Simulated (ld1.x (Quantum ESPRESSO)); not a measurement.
Pseudopotential generation for Ni: TM, LDA (PZ), scalar-relativistic.

ld1.x (Quantum ESPRESSO) 7.5 was run on this input:

```
&input
   title='Ni', zed=28., rel=1, dft='PZ', iswitch=3,
   config='[Ar] 3d8 4s2 4p0',
   nld=3, rlderiv=1.55, eminld=-10.0, emaxld=5.0, deld=0.04
 /
 &inputp
   pseudotype=2, tm=.true., lloc=-1, rcloc=0.60,
   nlcc=.false.,
   file_pseudopw='Ni.UPF', file_wfcaegen='ae.wfc', file_wfcncgen='nc.wfc', file_beta='beta', file_chi='chi'
 /
3
3S  1  0   2.00   0.00  1.05  1.05  0.0
3P  2  1   6.00   0.00  0.70  0.70  0.0
3D  3  2   8.00   0.00  1.40  1.40  0.0
 &test
   configts(1)='3s2 3p6 3d8 4s2 4p0'
 /
```

Command:

```bash
ld1.x < Ni.in > Ni.out
```

Resulting log (shortened: banner, matrices, multipoles, cross overlaps and the repeated all-electron block are left out):

```
Program LD1 v.7.5
     --------------------------- All-electron run ----------------------------

     Ni
     scalar relativistic calculation

     atomic number is 28.00
     dft =PZ   lsd =0 sic =0 latt =0  beta=0.20 tr2=1.0E-14
     Exchange-correlation= PZ
                           (   1   1   0   0   0   0   0)
     mesh =1195 r(mesh) =  98.77016 a.u. xmin = -7.00 dx = 0.01250
     1 Ry =  13.60569312 eV, c = 137.03599908

     n l     nl                  e(Ry)          e(Ha)          e(eV)
     1 0     1S 1( 2.00)      -602.3315      -301.1658     -8195.1378
     2 0     2S 1( 2.00)       -72.0170       -36.0085      -979.8406
     2 1     2P 1( 6.00)       -62.0451       -31.0226      -844.1671
     3 0     3S 1( 2.00)        -8.1215        -4.0607      -110.4982
     3 1     3P 1( 6.00)        -5.2373        -2.6186       -71.2568
     3 2     3D 1( 8.00)        -0.6716        -0.3358        -9.1379
     4 0     4S 1( 2.00)        -0.4311        -0.2156        -5.8660
     4 1     4P 1( 0.00)        -0.0986        -0.0493        -1.3419

     final scf error:  8.2E-15 reached in  33 iterations

     Etot =   -3036.111944 Ry,   -1518.055972 Ha,  -41308.407400 eV

     Ekin =    3076.963985 Ry,    1538.481993 Ha,   41864.227733 eV
     Encl =   -7292.256356 Ry,   -3646.128178 Ha,  -99216.202148 eV
     Eh   =    1300.582333 Ry,     650.291167 Ha,   17695.324110 eV
     Exc  =    -121.401907 Ry,     -60.700954 Ha,   -1651.757096 eV

     normalization and overlap integrals

     s(1S/1S) =  1.000000  <r> =   0.0542  <r2> =    0.0039  r(max) =   0.0353
     s(2S/2S) =  1.000000  <r> =   0.2454  <r2> =    0.0711  r(max) =   0.2055
     s(2P/2P) =  1.000000  <r> =   0.2155  <r2> =    0.0570  r(max) =   0.1641
     s(3S/3S) =  1.000000  <r> =   0.7415  <r2> =    0.6357  r(max) =   0.6410
     s(3P/3P) =  1.000000  <r> =   0.7794  <r2> =    0.7184  r(max) =   0.6491
     s(3D/3D) =  1.000000  <r> =   1.0112  <r2> =    1.3888  r(max) =   0.6252
     s(4S/4S) =  1.000000  <r> =   2.7825  <r2> =    9.0536  r(max) =   2.2096
     s(4P/4P) =  1.000000  <r> =   4.2142  <r2> =   21.5588  r(max) =   3.1355

     ------------------------ End of All-electron run ------------------------

     --------------------- Generating NC pseudopotential ---------------------

      Generating local potential from pseudized AE potential:
      Matching radius rcloc =   0.6000

      Local pseudo, rcloc= 0.602 Estimated cut-off energy=    67.23 Ry

      Wfc   3S  rcut= 1.044  Using Troullier-Martins method

      Wfc   3P  rcut= 0.700  Using Troullier-Martins method

      Wfc   3D  rcut= 1.409  Using Troullier-Martins method

     ------------------- End of pseudopotential generation -------------------

     Computing logarithmic derivative in   1.54738

       Warning: n=2, l=0 expected 1 nodes, found 2
       Setting wfc to zero for this iteration
       (This warning will only be printed once per wavefunction)

     Computing logarithmic derivative in   1.54738
     Computing the partial wave expansion
     R is outside the sphere for l=    0 j= 0.00
     R is outside the sphere for l=    1 j= 0.00
     R is outside the sphere for l=    2 j= 0.00

     ---------------------- Testing the pseudopotential ----------------------

     Ni
     scalar relativistic calculation

     atomic number is 28.00   valence charge is 18.00
     dft =PZ   lsd =0 sic =0 latt =0  beta=0.20 tr2=1.0E-14
     mesh =1195 r(mesh) =  98.77016 xmin = -7.00 dx = 0.01250

     n l     nl             e AE (Ry)        e PS (Ry)    De AE-PS (Ry)
     1 0     3S   1( 2.00)       -8.12147       -8.12149        0.00002
     2 1     3P   1( 6.00)       -5.23728       -5.23747        0.00019
     3 2     3D   1( 8.00)       -0.67162       -0.67163        0.00000
     2 0     4S   1( 2.00)       -0.43115       -0.55285        0.12171  !
     3 1     4P   1( 0.00)       -0.09863       -0.09937        0.00074

     eps = 6.7E-15  iter = 35

     Etot =   -3036.111944 Ry,   -1518.055972 Ha,  -41308.407400 eV
     Etotps =  -342.106813 Ry,    -171.053407 Ha,   -4654.600319 eV

     Ekin =     180.075588 Ry,      90.037794 Ha,    2450.053187 eV
     Encl =    -830.520590 Ry,    -415.260295 Ha,  -11299.808279 eV
     Ehrt =     298.268819 Ry,     149.134410 Ha,    4058.154020 eV
     Ecxc =     -32.589238 Ry,     -16.294619 Ha,    -443.399171 eV
     Epseu=      42.658608 Ry,      21.329304 Ha,     580.399925 eV

     ---------------------- End of pseudopotential test ----------------------
```

Generation and configuration tests took about 5.5 s on one core of a shared server CPU.

Transferability test of the new file with ld1.x, input:

```
&input
   title='Ni', zed=28., rel=1, dft='PZ', iswitch=2,
   config='[Ar] 3d8 4s2 4p0'
 /
 &test
   file_pseudo='Ni.UPF', nconf=10,
   configts(1)='3s2 3p6 3d8 4s2 4p0',
   configts(2)='3s2 3p6 3d8 4s1 4p0',
   configts(3)='3s2 3p6 3d8 4s0 4p0',
   configts(4)='3s2 3p6 3d7 4s0 4p0',
   configts(5)='3s2 3p6 3d8 4s1.5 4p0',
   configts(6)='3s2 3p6 3d7 4s2 4p1',
   configts(7)='3s2 3p6 3d7 4s2 4p0',
   configts(8)='3s2 3p6 3d8 4s0 4p2',
   configts(9)='3s2 3p6 3d8 4s2 4p0', lsdts(9)=1,
   configts(10)='3s2 3p6 3d8 4s1 4p0', lsdts(10)=1
 /
```

```bash
ld1.x < Ni.test.in > Ni.test.out
```

Pseudopotential blocks of its output, shortened (energy terms left out; the distinct warnings before each block abridged to one line each):

```
     Warning: n=2, l=0 expected 1 nodes, found 2
     ---------------------- Testing the pseudopotential ----------------------

     n l     nl             e AE (Ry)        e PS (Ry)    De AE-PS (Ry)
     1 0     3S   1( 2.00)       -8.12147       -8.12149        0.00002
     2 1     3P   1( 6.00)       -5.23728       -5.23747        0.00019
     3 2     3D   1( 8.00)       -0.67162       -0.67163        0.00000
     2 0     4S   1( 2.00)       -0.43115       -0.55285        0.12171  !
     3 1     4P   1( 0.00)       -0.09863       -0.09937        0.00074

     eps = 5.7E-15  iter = 38

     Etot =   -3036.111944 Ry,   -1518.055972 Ha,  -41308.407400 eV
     Etotps =  -342.106811 Ry,    -171.053405 Ha,   -4654.600280 eV

     ---------------------- End of pseudopotential test ----------------------

          ---------------------- Testing the pseudopotential ----------------------

     n l     nl             e AE (Ry)        e PS (Ry)    De AE-PS (Ry)
     1 0     3S   1( 2.00)       -8.79690       -8.90009        0.10318  !
     2 1     3P   1( 6.00)       -5.91349       -6.01208        0.09859  !
     3 2     3D   1( 8.00)       -1.34216       -1.43033        0.08817  !
     2 0     4S   1( 1.00)       -0.99315       -1.21094        0.21780  !
     3 1     4P   1( 0.00)       -0.57324       -0.60091        0.02767  !

     eps = 3.6E-15  iter = 19

     Etot =   -3035.406302 Ry,   -1517.703151 Ha,  -41298.806649 eV
     Etotps =  -341.234546 Ry,    -170.617273 Ha,   -4642.732519 eV
     dEtot_ae =       0.705642 Ry
     dEtot_ps =       0.872264 Ry,   Delta E=      -0.166622 Ry

     ---------------------- End of pseudopotential test ----------------------

          ---------------------- Testing the pseudopotential ----------------------

     n l     nl             e AE (Ry)        e PS (Ry)    De AE-PS (Ry)
     1 0     3S   1( 2.00)       -9.57496       -9.86385        0.28889  !
     2 1     3P   1( 6.00)       -6.69209       -6.96541        0.27332  !
     3 2     3D   1( 8.00)       -2.10990       -2.34819        0.23829  !
     2 0     4S   1( 0.00)       -1.60533       -1.99104        0.38571  !
     3 1     4P   1( 0.00)       -1.10670       -1.19033        0.08363  !

     eps = 2.5E-15  iter = 12

     Etot =   -3034.108361 Ry,   -1517.054180 Ha,  -41281.147256 eV
     Etotps =  -339.644178 Ry,    -169.822089 Ha,   -4621.094454 eV
     dEtot_ae =       2.003584 Ry
     dEtot_ps =       2.462633 Ry,   Delta E=      -0.459049 Ry

     ---------------------- End of pseudopotential test ----------------------

          ---------------------- Testing the pseudopotential ----------------------

     n l     nl             e AE (Ry)        e PS (Ry)    De AE-PS (Ry)
     1 0     3S   1( 2.00)      -11.03008      -11.37962        0.34955  !
     2 1     3P   1( 6.00)       -8.13124       -8.46306        0.33182  !
     3 2     3D   1( 7.00)       -3.48270       -3.77219        0.28949  !
     2 0     4S   1( 0.00)       -2.46620       -3.13381        0.66761  !
     3 1     4P   1( 0.00)       -1.86648       -1.98270        0.11622  !

     eps = 1.0E-15  iter =  9

     Etot =   -3031.330247 Ry,   -1515.665124 Ha,  -41243.349100 eV
     Etotps =  -336.600274 Ry,    -168.300137 Ha,   -4579.680029 eV
     dEtot_ae =       4.781697 Ry
     dEtot_ps =       5.506537 Ry,   Delta E=      -0.724840 Ry

     ---------------------- End of pseudopotential test ----------------------

          ---------------------- Testing the pseudopotential ----------------------

     n l     nl             e AE (Ry)        e PS (Ry)    De AE-PS (Ry)
     1 0     3S   1( 2.00)       -8.44423       -8.49025        0.04603  !
     2 1     3P   1( 6.00)       -5.56044       -5.60482        0.04438  !
     3 2     3D   1( 8.00)       -0.99253       -1.03274        0.04021  !
     2 0     4S   1( 1.50)       -0.70250       -0.86748        0.16498  !
     3 1     4P   1( 0.00)       -0.32336       -0.33577        0.01241  !

     eps = 7.6E-15  iter = 19

     Etot =   -3035.829487 Ry,   -1517.914743 Ha,  -41304.564372 eV
     Etotps =  -341.752945 Ry,    -170.876472 Ha,   -4649.785692 eV
     dEtot_ae =       0.282457 Ry
     dEtot_ps =       0.353866 Ry,   Delta E=      -0.071408 Ry

     ---------------------- End of pseudopotential test ----------------------

          BEWARE! Errors in PS-KS equations
     Warning: n=1, l=0 expected 0 nodes, found 1
     Warning: n=2, l=1 expected 0 nodes, found 1
     Warning: n=3, l=1 expected 1 nodes, found 0
     ---------------------- Testing the pseudopotential ----------------------

     n l     nl             e AE (Ry)        e PS (Ry)    De AE-PS (Ry)
     1 0     3S   1( 2.00)       -8.72798       -1.09392       -7.63406  !
     2 1     3P   1( 6.00)       -5.83079       -0.24739       -5.58340  !
     3 2     3D   1( 7.00)       -1.20890       -0.00000       -1.20890  !
     2 0     4S   1( 2.00)       -0.60789       -0.00000       -0.60789  !
     3 1     4P   1( 1.00)       -0.20263       -0.00000       -0.20263  !

     eps = 6.3E-15  iter = 71

     Etot =   -3035.328773 Ry,   -1517.664387 Ha,  -41297.751819 eV
     Etotps =    -3.799002 Ry,      -1.899501 Ha,     -51.688056 eV
     dEtot_ae =       0.783171 Ry
     dEtot_ps =     338.307809 Ry,   Delta E=    -337.524638 Ry

     ---------------------- End of pseudopotential test ----------------------

          ---------------------- Testing the pseudopotential ----------------------

     n l     nl             e AE (Ry)        e PS (Ry)    De AE-PS (Ry)
     1 0     3S   1( 2.00)       -9.30742       -9.23910       -0.06831  !
     2 1     3P   1( 6.00)       -6.41036       -6.35260       -0.05776  !
     3 2     3D   1( 7.00)       -1.78628       -1.74069       -0.04559  !
     2 0     4S   1( 2.00)       -1.12277       -1.32274        0.19997  !
     3 1     4P   1( 0.00)       -0.65964       -0.66229        0.00265

     eps = 2.3E-15  iter = 21

     Etot =   -3034.906108 Ry,   -1517.453054 Ha,  -41292.001163 eV
     Etotps =  -340.918827 Ry,    -170.459414 Ha,   -4638.436945 eV
     dEtot_ae =       1.205836 Ry
     dEtot_ps =       1.187983 Ry,   Delta E=       0.017853 Ry

     ---------------------- End of pseudopotential test ----------------------

          ---------------------- Testing the pseudopotential ----------------------

     n l     nl             e AE (Ry)        e PS (Ry)    De AE-PS (Ry)
     1 0     3S   1( 2.00)       -8.38821       -8.61132        0.22311  !
     2 1     3P   1( 6.00)       -5.50439       -5.71273        0.20834  !
     3 2     3D   1( 8.00)       -0.93074       -1.10444        0.17371  !
     2 0     4S   1( 0.00)       -0.59442       -0.77274        0.17833  !
     3 1     4P   1( 2.00)       -0.21641       -0.25906        0.04264  !

     eps = 6.2E-15  iter = 21

     Etot =   -3035.400642 Ry,   -1517.700321 Ha,  -41298.729638 eV
     Etotps =  -341.066708 Ry,    -170.533354 Ha,   -4640.448957 eV
     dEtot_ae =       0.711302 Ry
     dEtot_ps =       1.040103 Ry,   Delta E=      -0.328801 Ry

     ---------------------- End of pseudopotential test ----------------------

          ---------------------- Testing the pseudopotential ----------------------

     n l     nl             e AE (Ry)        e PS (Ry)    De AE-PS (Ry)
     1 0     3S   1( 1.00)       -8.19090       -8.19952        0.00861  !
     2 1     3P   1( 3.00)       -5.30492       -5.31497        0.01005  !
     3 2     3D   1( 5.00)       -0.73198       -0.73784        0.00586  !
     2 0     4S   1( 1.00)       -0.44254       -0.56953        0.12699  !
     3 1     4P   1( 0.00)       -0.10262       -0.10325        0.00062
     1 0     3S   2( 1.00)       -8.03468       -8.02645       -0.00823  !
     2 1     3P   2( 3.00)       -5.15295       -5.14343       -0.00952  !
     3 2     3D   2( 3.00)       -0.59791       -0.59284       -0.00507  !
     2 0     4S   2( 1.00)       -0.41875       -0.53424        0.11549  !
     3 1     4P   2( 0.00)       -0.09479       -0.09598        0.00120

     eps = 4.9E-15  iter = 41

     Etot =   -3036.178997 Ry,   -1518.089499 Ha,  -41309.319706 eV
     Etotps =  -342.179322 Ry,    -171.089661 Ha,   -4655.586842 eV
     dEtot_ae =      -0.067053 Ry
     dEtot_ps =      -0.072511 Ry,   Delta E=       0.005458 Ry

     ---------------------- End of pseudopotential test ----------------------

          ---------------------- Testing the pseudopotential ----------------------

     n l     nl             e AE (Ry)        e PS (Ry)    De AE-PS (Ry)
     1 0     3S   1( 1.00)       -8.86112       -8.96400        0.10288  !
     2 1     3P   1( 3.00)       -5.97656       -6.07023        0.09367  !
     3 2     3D   1( 5.00)       -1.40327       -1.48353        0.08026  !
     2 0     4S   1( 1.00)       -1.03277       -1.27169        0.23892  !
     3 1     4P   1( 0.00)       -0.60330       -0.62381        0.02050  !
     1 0     3S   2( 1.00)       -8.70193       -8.75374        0.05180  !
     2 1     3P   2( 3.00)       -5.82008       -5.87901        0.05893  !
     3 2     3D   2( 3.00)       -1.25181       -1.31425        0.06244  !
     2 0     4S   2( 0.00)       -0.92807       -1.09836        0.17029  !
     3 1     4P   2( 0.00)       -0.52107       -0.55204        0.03097  !

     eps = 2.8E-15  iter = 24

     Etot =   -3035.506957 Ry,   -1517.753478 Ha,  -41300.176123 eV
     Etotps =  -341.363279 Ry,    -170.681639 Ha,   -4644.484014 eV
     dEtot_ae =       0.604988 Ry
     dEtot_ps =       0.743532 Ry,   Delta E=      -0.138544 Ry

     ---------------------- End of pseudopotential test ----------------------
```
